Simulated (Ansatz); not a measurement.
Coupled-cluster run, C2H7BSe (`CB[Se]C`).

```yaml
crystal:
  periodic: [false, false, false]
  atoms:
    - {symbol: C, position_ang: [-0.666263, 2.061666, -0.167117]}
    - {symbol: B, position_ang: [-0.285823, 0.556378, -0.304148]}
    - {symbol: Se, position_ang: [0.578591, -0.359603, 1.124204]}
    - {symbol: C, position_ang: [0.794108, -2.153640, 0.391510]}
    - {symbol: H, position_ang: [-0.189057, 2.635075, -0.970502]}
    - {symbol: H, position_ang: [-1.744418, 2.183754, -0.323752]}
    - {symbol: H, position_ang: [-0.403825, 2.524073, 0.786163]}
    - {symbol: H, position_ang: [-0.518351, -0.072106, -1.296967]}
    - {symbol: H, position_ang: [0.380777, -2.171300, -0.614403]}
    - {symbol: H, position_ang: [1.853725, -2.400313, 0.367588]}
    - {symbol: H, position_ang: [0.266038, -2.860882, 1.028024]}
basis:
  gaussian: {orbitals: def2-SVP}
correlation: {method: ccsd_t}
```

```sh
$ ansatz run in.yaml --threads 4 --pin off --events-out ev --progress --plain --max-ram 10444MiB
```

Output of Ansatz, abridged:

```
Functional definition: HF
1110 factors; integrals over basis functions are off by at most 1.1e-3 eV
mean field evaluation 1: about -68134.8316 eV, gradient 2.6e1 eV
mean field evaluation 2: about -68134.8861 eV, gradient 2.6e1 eV
mean field evaluation 4: about -68136.9827 eV, gradient 2.7e0 eV
mean field evaluation 8: about -68137.0126 eV, gradient 2.2e-4 eV
mean field -68137.01259626 eV, -2503.9890279865 hartree, gradient 2.5e-6 eV, S^2 0.000000; 0 other end points of the search recorded, 0 dependent functions left out
12 core orbitals not correlated: weight in the atoms' cores, before any rotation towards them, 1.000 or more for the frozen orbitals, at most 0.000 for the correlated occupied ones
reference -68137.01259626 eV, -2503.9890279865 hartree; 17, 17 occupied and 80, 80 virtual orbitals, 1110 factors
second order -16.70465437 eV of doubles, -0.00000000 eV of singles
cycle   1  -17.40286906 eV  change   -7.0e-1 eV  update   9.1e-2
cycle   2  -17.88124432 eV  change   -4.8e-1 eV  update   2.7e-2
cycle   3  -17.95485506 eV  change   -7.4e-2 eV  update   1.5e-2
cycle   4  -17.94676320 eV  change    8.1e-3 eV  update   5.3e-3
cycle   5  -17.94793073 eV  change   -1.2e-3 eV  update   2.5e-3
cycle   6  -17.94688427 eV  change    1.0e-3 eV  update   7.1e-4
cycle   7  -17.94672939 eV  change    1.5e-4 eV  update   1.9e-4
cycle   8  -17.94678493 eV  change   -5.6e-5 eV  update   5.9e-5
cycle   9  -17.94677138 eV  change    1.4e-5 eV  update   1.7e-5
perturbative correction -0.53284816 eV, -0.0195818088 hartree
Total energy: -68155.49221581 eV, -2504.6681414790 hartree
```

It took 5.5 s on 4 threads of an Intel Xeon Platinum 8375C on a shared host, with 0.55 GiB of host memory at the peak.

The correlation energy is -18.480 eV, 2.9 % of it from (T); the T1 diagnostic reads 0.0116.
